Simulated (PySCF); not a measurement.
One of the candidates below gave these computed data.

All candidates are C5H9FSSi.

| technique | computed result |
| --- | --- |
| 13C NMR | chemical shifts (computed TMS as zero) by class: 147.1 (1 C), 143.8 (1 C), 139.5 (1 C), 128.5 (1 C), 19.7 (1 C) ppm [GIAO PBE0/pcSseg-1] |
| UV, first state | lowest singlet excitation: 3.87 eV (320 nm, f = 0.245) [TDDFT B3LYP/def2-SVPD] |
| Triplet | lowest triplet excitation (Tamm–Dancoff): 2.53 eV [TDA B3LYP/def2-SVPD] |
| NMR, other nuclei | isotropic shieldings of nuclei other than C and H, by class: 378 (1 F), 349 (1 Si), 467 (1 S) ppm [GIAO PBE0/pcSseg-1] |
| Rotational structure | rotational constants A, B, C: 1.996, 0.894, 0.652 GHz [GFN2-xTB] |
| UV, strongest line | among the 8 lowest singlet transitions: S7 at 5.80 eV (214 nm, f = 0.307) [TDDFT B3LYP/def2-SVPD] |
| Polarisability | 119.3 au [B3LYP/def2-SVPD] |

The electronic properties come from PySCF, for the isolated species, density fitting. Levels stand in brackets. Isolated species at its GFN2-xTB geometry (one conformer only). NMR values are class means; diastereotopic atoms form classes of their own.

Task: Which candidate is it?
A. `CCC1=CS[C@@H](F)[SiH2]1`
B. `CS[SiH2]C1=CC[C@@H]1F`
C. `C=C/C=C(/[SiH2]F)SC`

Result: C. It is `C=C/C=C(/[SiH2]F)SC`. Numbering: `[CH2:1]=[CH:2]/[CH:3]=[C:4](/[SiH2:5][F:6])[S:7][CH3:8]`. Its formula, C5H9FSSi, gives 2 degrees of unsaturation: 0 rings and 2 π bonds in the structure found. 5 carbons fall into 5 classes; from least to most shielded: fully substituted alkene carbon [C4] (147.1 ppm), alkene CH carbon [C3] (143.8 ppm), alkene CH carbon [C2] (139.5 ppm), terminal =CH2 carbon [C1] (128.5 ppm), S-methyl carbon [C8] (19.7 ppm). The other shieldings belong to: 378 ppm, silicon-bound fluorine [F6]; 349 ppm, fluorine-bound silicon [Si5]; 467 ppm, sulfide sulfur [S7]. S1 is mainly HOMO→LUMO (weight 0.94); the largest Löwdin shares of the orbital it empties are 0.40 on the sulfide sulfur, 0.15 on an alkene CH carbon, 0.15 on the fully substituted alkene carbon and 0.10 on the terminal =CH2 carbon, of the orbital it fills 0.22 on the terminal =CH2 carbon, 0.21 on the fully substituted alkene carbon, 0.16 on an alkene CH carbon and 0.12 on an alkene CH carbon. The optimised geometry has point group C1 and is an asymmetric top.

The others, at the same levels:
- `CCC1=CS[C@@H](F)[SiH2]1` fails: its computed 13C shifts are 149.6 (1 C), 134.8 (1 C), 98.7 (1 C), 32.6 (1 C), 19.9 (1 C) ppm, rotational constant A is 2.283 GHz (against 1.996 GHz) and smallest rotational constant is 0.816 GHz (against 0.652 GHz).
- `CS[SiH2]C1=CC[C@@H]1F` fails: its computed 13C shifts are 167.2 (1 C), 159.3 (1 C), 91.8 (1 C), 44.6 (1 C), 14.5 (1 C) ppm, lowest singlet excitation is 4.32 eV (287 nm, f = 0.008) (against 3.87 eV) and lowest triplet excitation (Tamm–Dancoff) is 3.93 eV (against 2.53 eV).

Each candidate is one conformer, not necessarily the lowest. Dipoles, sizes and rotational constants follow the conformer. The torsions of the flexible species, by atom-mapped SMILES:
- `[CH2:1]=[CH:2]/[CH:3]=[C:4](/[SiH2:5][F:6])[S:7][CH3:8]`: C1–C2–C3–C4 -178°, C3–C4–Si5–F6 122°, C3–C4–S7–C8 -169°
- `[CH3:1][CH2:2][C:3]1=[CH:4][S:5][C@@H:6]([F:7])[SiH2:8]1`: C1–C2–C3–C4 -109°
- `[CH3:1][S:2][SiH2:3][C:4]1=[CH:5][CH2:6][C@@H:7]1[F:8]`: C1–S2–Si3–C4 57°, S2–Si3–C4–C5 69°
